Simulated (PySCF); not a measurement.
Species: 4-chlorobenzyl alcohol, C7H7ClO.
Z-matrix (Å and degrees, PBE0-D3(BJ)/def2-SVP geometry), rows numbered from 1:
```
O 
C   1  1.3992
C   2  1.5101  1  113.81
C   3  1.3978  2  121.16  1   152.58
C   4  1.3923  3  121.10  2   178.47
C   5  1.3943  4  119.25  3     0.43
Cl  6  1.7330  5  119.67  4   179.60
C   6  1.3940  5  120.66  4    -0.06
C   8  1.3922  6  119.32  5    -0.28
H   1  0.9639  2  107.74  3   -57.93
H   2  1.1084  1  112.21  3   124.64
H   2  1.1034  1  105.92  3  -120.05
H   4  1.0938  3  119.70  2    -1.76
H   5  1.0911  4  121.05  3   179.92
H   8  1.0912  6  119.70  5   179.88
H   9  1.0922  3  118.86  2     1.43
```

All values: CAM-B3LYP/def2-SVPD (PySCF, non-relativistic), on one gas-phase PBE0-D3(BJ)/def2-SVP geometry that isn't relaxed in the solvent. The solvent is an IEF-PCM continuum (van der Waals radii × 1.2). Specific hydrogen bonds and non-electrostatic terms are outside this model.

Gas phase at CAM-B3LYP/def2-SVPD: HOMO -8.28 eV, LUMO 0.31 eV, dipole 1.46 D.

Problem. What does the continuum do to the energy, the frontier levels and the dipole at CAM-B3LYP/def2-SVPD in benzene and tetrahydrofuran?

Solution. 
```csv
solvent,ε,E(solvent) − E(gas) (kcal/mol),polarisation term (kcal/mol),distortion of the solute (kcal/mol),HOMO (eV),LUMO (eV),dipole (D)
benzene,2.271,-2.80,-2.97,0.17,-8.22,0.40,1.72
tetrahydrofuran,7.426,-5.18,-5.80,0.62,-8.20,0.44,1.97
```

Polarisation term: ½ Σ q·V over the induced surface charges. Distortion: the rise of the solute's own energy as its density leaves the gas-phase optimum. From benzene to tetrahydrofuran the lowering changes by a factor 1.85, Onsager's factor (ε − 1)/(2ε + 1) by 1.77 and ε itself by 3.3.

Problem. Which radius a makes the point-dipole formula ΔE = −[(ε − 1)/(2ε + 1)]·μ²/a³ give the value in tetrahydrofuran, with the gas-phase dipole?

Solution. μ = 0.574 au and |ΔE| = 0.00825 Eh give a = 1.34 Å; the farthest nucleus lies 3.94 Å from the centroid of the nuclei, so such a sphere wouldn't even hold the nuclei. The formula assumes a rigid point dipole at the centre of a sphere.

Problem. How does the static polarisability (CAM-B3LYP/def2-SVPD, frozen core, with the continuum's full static response) change?

Solution. 
```csv
medium,isotropic (au),principal values (au),⟨r²⟩ of the electrons (bohr²)
gas,100.0,"63.8, 98.7, 137.4",1770.9
benzene,115.3,"72.3, 116.1, 157.6",1771.2
tetrahydrofuran,130.5,"83.0, 134.1, 174.4",1771.4
```

The isotropic value in tetrahydrofuran is 1.31 times the gas-phase one; no cavity-field correction is applied. ⟨r²⟩ is taken about the centre of nuclear charge.
